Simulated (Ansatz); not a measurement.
A nudged elastic band was laid between two geometries of Cl2FH2O2Ta + H2 (10 atoms, charge 0, multiplicity 1).

Method: RKS B3LYP-D4/def2-SVP in Ansatz 0.2.0.

```
movable images  : 5
climbing image  : yes
spring          : 5.0 eV/Å²
optimiser       : quadratic models (default)
start path      : through a guess of the saddle point
force threshold : 0.03 eV/Å
iteration limit : 60
end points      : relaxed
```

First end point:

```xyz
10
Properties=species:S:1:pos:R:3
Ta -0.270 0.200 0.176
F 1.604 0.342 0.314
Cl -0.330 0.730 2.499
O -0.118 -0.174 -1.655
H 0.038 -0.430 -2.568
O -1.320 1.740 -0.163
H -1.631 2.333 0.537
Cl -1.465 -1.759 0.575
H 1.598 -2.829 0.560
H 2.149 -2.307 0.536
```

Last end point:

```xyz
10
Properties=species:S:1:pos:R:3
Ta -0.537 -0.444 0.265
F 1.736 0.638 0.259
Cl -0.182 -0.595 2.598
O -0.217 -0.690 -1.589
H 0.278 -1.223 -2.220
O -0.884 1.408 0.231
H -0.287 2.169 0.256
Cl -2.507 -1.647 0.308
H 0.944 -1.474 0.343
H 1.910 -0.298 0.363
```

Task: What changes between the two ends?

Result: Bonds broken: H9–H10. Bonds formed: Ta1–H9, F2–H10. Cl2FH2O2Ta + H2 becomes Cl2FH4O2Ta.

Task: What energy profile does the band end with?

Result: The forces met the threshold. The highest image is number 5 of 0 to 6, 1.42 eV above the first end and 0.09 eV above the last; the last end lies 1.32 eV above the first. A vibrational analysis at the climbing image gives one clearly imaginary mode, 670i cm⁻¹: a first-order saddle point. The orbitals stay closed-shell, which can raise the energy where a bond breaks towards radicals; this wasn't checked here.

```json
{"image": "0", "path coordinate (Å)": "0.00", "energy (eV)": "0.00", "H9–H10 (Å)": "0.76", "Ta1–H9 (Å)": "3.58", "F2–H10 (Å)": "2.71"}
{"image": "1", "path coordinate (Å)": "0.92", "energy (eV)": "0.02", "H9–H10 (Å)": "0.76", "Ta1–H9 (Å)": "3.17", "F2–H10 (Å)": "2.57"}
{"image": "2", "path coordinate (Å)": "1.83", "energy (eV)": "0.09", "H9–H10 (Å)": "0.76", "Ta1–H9 (Å)": "3.08", "F2–H10 (Å)": "2.59"}
{"image": "3", "path coordinate (Å)": "2.75", "energy (eV)": "0.14", "H9–H10 (Å)": "0.76", "Ta1–H9 (Å)": "3.01", "F2–H10 (Å)": "2.52"}
{"image": "4", "path coordinate (Å)": "3.66", "energy (eV)": "0.43", "H9–H10 (Å)": "0.77", "Ta1–H9 (Å)": "2.40", "F2–H10 (Å)": "1.94"}
{"image": "5", "path coordinate (Å)": "4.58", "energy (eV)": "1.42", "H9–H10 (Å)": "1.05", "Ta1–H9 (Å)": "1.92", "F2–H10 (Å)": "1.14"}
{"image": "6", "path coordinate (Å)": "5.08", "energy (eV)": "1.32", "H9–H10 (Å)": "1.52", "Ta1–H9 (Å)": "1.81", "F2–H10 (Å)": "0.96"}
```

Task: What is the geometry of the highest image?

Result: 
```xyz
10
Properties=species:S:1:pos:R:3:forces:R:3
Ta -0.426 -0.368 0.266 0.00 0.00 0.01
F 1.586 0.613 0.299 0.00 0.00 0.00
Cl -0.146 -0.665 2.589 0.00 0.00 0.00
O -0.131 -0.674 -1.576 0.00 0.00 -0.01
H 0.328 -1.183 -2.252 0.01 0.00 0.00
O -0.947 1.432 0.251 0.00 0.00 0.00
H -0.419 2.243 0.287 0.00 0.00 0.00
Cl -2.401 -1.586 0.276 0.00 0.00 0.00
H 1.163 -1.446 0.338 0.00 0.00 0.00
H 1.649 -0.520 0.335 0.00 0.00 0.00
```

Task: What are the harmonic wavenumbers there?

Result: 670i, 81, 127, 138, 160, 198, 206, 210, 319, 344, 358, 384, 440, 481, 612, 718, 726, 800, 1199, 1216, 1722, 1889, 3835, 3908 cm⁻¹.

Time of the run: 4.7 min on 4 threads of Arm Neoverse V2, on a shared host, peak memory 0.39 GiB.
